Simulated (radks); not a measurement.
Question: The mean radii <r> (bohr) of the occupied orbitals of an atom or ion are listed with their occupations. Method: Dirac Kohn-Sham, BLYP, spin-unpolarised, spherical densities, finite nucleus; Fermi nuclear charge, rms radius of each element as measured or else 0.836 A^(1/3) + 0.57 fm; computed with a radial shooting solver on a logarithmic mesh with Libxc functionals.

| orbital | occ. | <r> |
|---|---|---|
| 1s1/2 | 2 | 0.1306 |
| 2s1/2 | 2 | 0.6719 |
| 2p1/2 | 2 | 0.6404 |
| 2p3/2 | 3 | 0.6423 |

Name the element and its charge. Open shells, if any, fill j = l - 1/2 first.

Answer: Z = 12, magnesium, charge +3: Mg3+ in [He] 2s2 2p5. The 1s radius gives Z: for a bare nucleus <r> = (2 gamma + 1)/(2Z) with gamma = sqrt(1 - (Z/c)^2), 0.1247 bohr for Z = 12, and screening makes it slightly larger (0.1306 here). The occupations add up to 9, and the charge is Z minus that.
